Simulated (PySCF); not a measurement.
# A bond scan of ClH2Si

All numbers below are calculated, not measured. The program is PySCF 2.14.0, an open-source quantum chemistry code, run on an isolated molecule that a program drew, which may never have been made. The molecule is ClH2Si (charge 0, doublet), drawn as the SMILES string `[SiH2]Cl`.

The structure below is the HF double-zeta minimum with every atom moved a little at random, so it isn't optimised. Bond Si1-H3 is then set to each length in the table by shifting atom 3 along it, with nothing else relaxed.
```xyz
4
ClH2Si, angstrom
Si   -2.2329    0.1245   -2.0303
Cl   -2.4023    2.0220   -1.2863
H    -3.2732   -0.1623   -3.0125
H    -2.4099   -0.7602   -0.8545
```

E is the energy above the same method's energy at the HF double-zeta minimum. IE is the energy to remove one electron at fixed geometry, to the singlet state of charge +1, as a difference of total energies. The basis family is cc-pV(n+d)Z, with UHF for radicals and no spin-orbit coupling. Best is HF at quadruple zeta, plus MP2 correlation extrapolated from triple and quadruple zeta, plus CCSD(T) minus MP2 at triple zeta, with a frozen core. The other columns are at triple zeta.

```
bond (Å),E CCSD (kcal/mol),E MP2 (kcal/mol),E CCSD(T) (kcal/mol),E best (kcal/mol),IE CCSD (eV),IE MP2 (eV),IE CCSD(T) (eV),IE best (eV),T1
1.4592,0.46,0.38,0.49,0.38,8.845,8.814,8.812,8.879,0.013
1.5792,?,?,?,?,?,?,?,?,?
1.5882,2.40,2.59,2.32,2.29,8.859,8.832,8.825,8.891,0.013
1.6132,3.35,3.61,3.24,3.24,8.862,8.835,8.828,8.893,0.013
1.6552,5.24,5.62,5.09,5.12,8.866,8.840,8.831,8.896,0.013
```

T1 is the CCSD diagnostic of the starting molecule.

**Estimate the best E and IE at 1.5792 Å from the other rows.**

A cubic in the inverse of the bond length through the other values of E best gives 1.98 kcal/mol there. A least-squares quadratic in the bond length through IE best gives 8.890 eV. The calculation gives 1.99 kcal/mol and 8.890 eV, so the fits miss by 0.01 kcal/mol and 0.000 eV. The same recipe one zeta lower moves these two values by 0.12 kcal/mol and 0.06 eV, a gauge of their own error. The rest of the row: E is 2.10 (CCSD), 2.27 (MP2), 2.02 (CCSD(T)); IE is 8.858 (CCSD), 8.831 (MP2), 8.825 (CCSD(T)); T1 is 0.013.
